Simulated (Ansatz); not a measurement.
HF₂S, charge +1, singlet, geometry from GFN2-xTB; BCCD(T)/def2-SV(P) run with Ansatz (a program for electronic structure).

Here is a job for Ansatz.
Ansatz 0.2 input:
```yaml
crystal:
  periodic: [false, false, false]
  atoms:
    - {symbol: F, position_ang: [-1.18556377, -0.38157431, -0.34101821]}
    - {symbol: S, position_ang: [-0.00424330, 0.32563997, 0.40895379]}
    - {symbol: F, position_ang: [1.19449632, -0.35897911, -0.33431476]}
    - {symbol: H, position_ang: [-0.01250023, 1.45474129, -0.46526390]}
basis:
  gaussian:
    orbitals: def2-SV_P_.json
total_charge: 1
magnetization: {spin_polarized: false}
correlation: {method: bccd_t}
```
The basis file holds def2-SV(P) in the JSON format of the Basis Set Exchange.

Output, abridged:

```
Functional definition: HF
448 factors; integrals over basis functions are off by at most 7.3e-4 eV
mean field evaluation 1: about -16219.7379 eV, gradient 5.6e1 eV
mean field evaluation 2: about -16219.8046 eV, gradient 5.6e1 eV
mean field evaluation 4: about -16225.2842 eV, gradient 2.5e0 eV
mean field evaluation 8: about -16225.3338 eV, gradient 2.5e-1 eV
mean field evaluation 16: about -16222.7356 eV, gradient 4.1e1 eV
mean field -16225.33439491 eV, -596.2700410863 hartree, gradient 6.7e-6 eV, S^2 0.000000; 0 other end points of the search recorded, 0 dependent functions left out
7 core orbitals not correlated
reference -16225.33439491 eV, -596.2700410863 hartree; 10, 10 occupied and 31, 31 virtual orbitals, 448 factors
second order -13.74308145 eV of doubles, -0.00000000 eV of singles
cycle   1  -13.72583534 eV  change    1.7e-2 eV  update   1.0e-1
cycle   2  -14.09500664 eV  change   -3.7e-1 eV  update   3.7e-2
cycle   3  -14.20981748 eV  change   -1.1e-1 eV  update   1.9e-2
cycle   4  -14.19281692 eV  change    1.7e-2 eV  update   5.4e-3
cycle   5  -14.18725985 eV  change    5.6e-3 eV  update   2.3e-3
cycle   6  -14.18717321 eV  change    8.7e-5 eV  update   7.6e-4
cycle   7  -14.18635634 eV  change    8.2e-4 eV  update   2.6e-4
cycle   8  -14.18625772 eV  change    9.9e-5 eV  update   8.8e-5
cycle   9  -14.18632217 eV  change   -6.4e-5 eV  update   3.4e-5
cycle  10  -14.18632308 eV  change   -9.1e-7 eV  update   1.1e-5
perturbative correction -0.38487775 eV, -0.0141439965 hartree
Total energy: -16239.90559574 eV, -596.8055228401 hartree
```
